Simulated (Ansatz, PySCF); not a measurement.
System: dimethylsilane, C$_{2}$H$_{8}$Si (charge 0, singlet). SMILES: C[SiH2]C
Coordinates optimised at B3LYP-D3(BJ)/def2-TZVP (Ansatz, an electronic-structure program):
```xyz
11

Si     0.0842     0.5358     0.0835
C     -1.6066    -0.2779     0.0432
C      1.4496    -0.7206    -0.1988
H      0.1538     1.5883    -0.9636
H      0.2845     1.1995     1.3982
H     -1.7855    -0.7568    -0.9220
H     -1.6892    -1.0432     0.8180
H     -2.4007     0.4529     0.2074
H      1.4315    -1.4952     0.5709
H      1.3352    -1.2088    -1.1691
H      2.4330    -0.2473    -0.1754
```
Charge 0, spin multiplicity 1.

Property: atomisation energy (electronic, to ground-state atoms), in kJ/mol. Correlated levels leave the core frozen unless marked. UHF or UKS for open shells. No spin-orbit coupling. Non-relativistic. The coupled-cluster limit lacks core correlation, which all-electron functionals hold. CBS(X,Y): correlation extrapolated as X^-3; Hartree-Fock from the larger set (for Q and 5 zeta extrapolated as (X+1)exp(-9√X)).

| level | program | atomisation energy (kJ/mol) | minus last row |
|---|---|---|---|
| HF/cc-pV(D+d)Z | Ansatz | 2968.7 | -930.7 |
| HF/aug-cc-pV(Q+d)Z | Ansatz | 3024.3 | -875.1 |
| HF/cc-pV(Q+d)Z | Ansatz | 3024.2 | -875.2 |
| B97M-V/def2-TZVPD | Ansatz | 3905.7 | 6.3 |
| PBE0/STO-3G | Ansatz | 4912.1 | 1012.7 |
| M06-2X/def2-TZVPD | PySCF | 3885.9 | -13.5 |
| B2PLYP/def2-TZVPD | Ansatz | 3845.6 | -53.8 |
| PBE-QIDH/def2-TZVPD | Ansatz | 3858.1 | -41.3 |
| RPA@PBE/cc-pV(T+d)Z | Ansatz | 3687.8 | -211.6 |
| MP2/6-31G | Ansatz | 3288.0 | -611.4 |
| MP2/6-31G* | Ansatz | 3518.2 | -381.2 |
| RI-MP2/cc-pV(Q+d)Z | Ansatz | 3868.7 | -30.7 |
| RI-MP2/CBS(cc-pV(T+d)Z,cc-pV(Q+d)Z) | Ansatz | 3902.8 | 3.4 |
| SCS-MP2/6-31G | Ansatz | 3307.1 | -592.3 |
| SCS-MP2/cc-pV(D+d)Z | Ansatz | 3641.5 | -257.9 |
| SCS-MP2/cc-pV(T+d)Z | Ansatz | 3838.2 | -61.2 |
| CCSD/CBS(aug-cc-pV(T+d)Z,aug-cc-pV(Q+d)Z) | Ansatz | 3866.1 | -33.3 |
| CCSD/CBS(cc-pV(Q+d)Z,cc-pV(5+d)Z) | Ansatz | 3862.8 | -36.6 |
| CCSD(T)/cc-pwCVTZ | Ansatz | 3825.9 | -73.5 |
| CCSD(T)/cc-pV(Q+d)Z | Ansatz | 3872.2 | -27.2 |
| CCSD(T)/CBS(cc-pV(Q+d)Z,cc-pV(5+d)Z) | Ansatz | 3899.4 | 0.0 |
